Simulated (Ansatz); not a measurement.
`[NH]=[Ta]([NH2])([NH2])[NH2]` at its PBE0-D4/def2-TZVP geometry, where that method's forces vanish. Charge 0, multiplicity 1. Ta takes the def2 core potential.

```csv
atom,x (Å),y (Å),z (Å)
N1,0.099,-1.773,-0.819
Ta2,0.009,-0.167,-0.077
N3,1.848,0.612,0.003
N4,-0.739,-0.348,1.768
N5,-1.180,0.992,-1.190
H6,0.151,-2.684,-1.241
H7,2.148,1.285,0.693
H8,2.650,0.259,-0.496
H9,-1.251,0.380,2.244
H10,-0.834,-1.215,2.273
H11,-1.103,1.997,-1.244
H12,-1.799,0.661,-1.914
```

Question: For each bond, give half the difference of the two atoms' forces along it (eV/Å; positive pushes the atoms apart) under PBE-D4, r2SCAN-D4, B3LYP-D4, ωB97M-V in def2-TZVPP. (Estimate.)

Answer: Computed: 
| bond | length (Å) | PBE-D4 | r2SCAN-D4 | B3LYP-D4 | ωB97M-V |
| --- | --- | --- | --- | --- | --- |
| N1–Ta2 | 1.772 | 0.39 | 0.28 | 0.27 | -0.16 |
| N1–H6 | 1.005 | 0.03 | -0.13 | -0.21 | 0.03 |
| Ta2–N3 | 1.998 | -0.16 | -0.03 | 0.07 | 0.06 |
| Ta2–N4 | 1.998 | -0.16 | -0.03 | 0.07 | 0.06 |
| Ta2–N5 | 1.998 | -0.16 | -0.03 | 0.07 | 0.06 |
| N3–H7 | 1.010 | 0.23 | 0.01 | -0.05 | -0.03 |
| N3–H8 | 1.008 | 0.22 | 0.01 | -0.04 | -0.02 |
| N4–H9 | 1.010 | 0.23 | 0.01 | -0.05 | -0.03 |
| N4–H10 | 1.008 | 0.22 | 0.01 | -0.04 | -0.02 |
| N5–H11 | 1.010 | 0.23 | 0.01 | -0.05 | -0.03 |
| N5–H12 | 1.008 | 0.22 | 0.01 | -0.04 | -0.02 |

B3LYP here is the variant with VWN-RPA as its local correlation; programs differ in this.
